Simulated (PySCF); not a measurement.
This PySCF input asks for the NMR shieldings of SMILES C1([Si@](B)(O)C#CC)CC1, C$_{6}$H$_{11}$BOSi; the geometry comes from GFN2-xTB.

```python
import basis_set_exchange as bse
import numpy as np
from pyscf import gto, dft
from pyscf.prop import nmr

atoms = """
B    -0.100757   -2.131651   -1.527414
Si   -0.132298   -0.744975   -0.152766
O    -0.502486   -1.498164    1.263560
C     1.445050    0.222265    0.096327
C     2.463994    0.854403    0.219044
C     3.682561    1.620094    0.372749
C    -1.389100    0.655344   -0.483784
C    -2.840577    0.465903   -0.147330
C    -2.012117    1.418515    0.650587
H     0.670134   -2.081342   -2.404174
H    -0.845624   -3.031125   -1.528212
H    -0.575325   -1.010929    2.080466
H     3.540497    2.627221   -0.018910
H     3.953788    1.686046    1.426233
H     4.495804    1.140958   -0.171958
H    -1.199992    1.244362   -1.374117
H    -3.588010    0.868973   -0.815842
H    -3.137659   -0.461287    0.320944
H    -2.180623    2.478832    0.528514
H    -1.752406    1.144812    1.663047
"""
names = dict.fromkeys(["B", "Si", "O", "C", "H"], "pcSseg-1")
basis = {el: gto.basis.parse(bse.get_basis(n, elements=[el], fmt="nwchem")) for el, n in names.items()}
mol = gto.M(atom=atoms, basis=basis, charge=0, verbose=0)
mf = dft.RKS(mol, xc="PBE0")
mf.grids.level = 2
mf.grids.alignment = dft.numint.BLKSIZE   # the property module wants whole blocks of grid points
mf.conv_tol = 1e-9
mf.kernel()

calc = nmr.RKS(mf)   # GIAO
C = mf.mo_coeff
Co = C[:, mf.mo_occ > 0]
resp = mf.gen_response(singlet=True, hermi=2)
def vind(x):   # induced exchange potential for any number of trial vectors
    d = np.einsum("pi,xij,qj->xpq", C, 2 * x.reshape(-1, C.shape[1], Co.shape[1]), Co, optimize=True)
    return np.einsum("xpq,pi,qj->xij", resp(d - d.transpose(0, 2, 1)), C, Co, optimize=True).ravel()
mo1, _ = nmr.rhf.solve_mo1(calc, with_cphf=vind)
sigma = calc.kernel(mo1)
for i, s in enumerate(sigma):   # ppm
    print("%2d %-2s %9.2f" % (i, mol.atom_pure_symbol(i), np.trace(s) / 3))
```

Q: Give the expected output.

A: 
```
 0 B     -13.64
 1 Si    378.52
 2 O     317.40
 3 C      97.05
 4 C      77.76
 5 C     181.02
 6 C     184.46
 7 C     184.61
 8 C     185.35
 9 H      21.57
10 H      21.44
11 H      30.65
12 H      29.62
13 H      29.63
14 H      29.61
15 H      32.09
16 H      31.26
17 H      31.28
18 H      31.02
19 H      31.56
```

These numbers come from an equivalent density-fitted implementation of the same equations, which agrees with the script to about 0.01 ppm for H and up to a few tenths of a ppm for heavy atoms, so last digits may differ.

Size and cost of the density-fitted run: 215 basis functions, 38 s wall time on 1 thread of an Arm Neoverse V2, shared host; peak memory 0.98 GiB.
